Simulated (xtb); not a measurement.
hexamethyldisilane (C6H18Si2), singlet, geometry from GFN2-xTB. Base run: GFN1-xTB run with xtb 6.7.1.

The xtb input:
```
$ xtb mol.xyz --gfn 1 --json

# file mol.xyz
26

C     -1.85250354    -0.75341260    -1.64491509
Si    -1.15751455    -0.19252911     0.04867828
C     -2.11542853     1.38464731     0.55933844
C     -1.59427803    -1.55639574     1.31949060
Si     1.15751455     0.19252911    -0.04867828
C      1.85250354     0.75341260     1.64491509
C      1.59427803     1.55639574    -1.31949060
C      2.11542853    -1.38464731    -0.55933844
H     -1.38122298    -1.67339640    -1.97770833
H     -1.67730056    -0.00252223    -2.40956825
H     -2.92336754    -0.93233716    -1.60300705
H     -3.18676964     1.20960247     0.60524631
H     -1.80050263     1.73611210     1.53735739
H     -1.94720648     2.19230528    -0.14678963
H     -2.66467346    -1.73677739     1.36677783
H     -1.11614133    -2.49769952     1.06540523
H     -1.26551507    -1.28301853     2.31769233
H      2.92336754     0.93233716     1.60300705
H      1.38122298     1.67339640     1.97770833
H      1.67730056     0.00252223     2.40956825
H      1.26551507     1.28301853    -2.31769233
H      1.11614133     2.49769952    -1.06540523
H      2.66467346     1.73677739    -1.36677783
H      1.80050263    -1.73611210    -1.53735739
H      1.94720648    -2.19230528     0.14678963
H      3.18676964    -1.20960247    -0.60524631
```

The base run was repeated with changes; each row names its change, and settings that it needs were set with it.

```csv
change,ΔE vs base (kJ/mol),HOMO-LUMO gap (eV),G_solv (kcal/mol),SCF cycles
base,0.00,4.75,-,8
alpb = dmso,-25.79,4.76,-6.20,8
gbsa = thf,-32.2,4.76,-7.74,8
etemp = 3000,-0.01,4.75,-,8
alpb = ether,-24.94,4.76,-5.98,8
acc = 1000,0.00,4.75,-,6
gbsa = methanol,-19.93,4.76,-4.79,8
acc = 0.1,0.00,4.75,-,9
```

ALPB and GBSA are two models with their own fitted parameters for each solvent, which aren't always the measured dielectric constant.
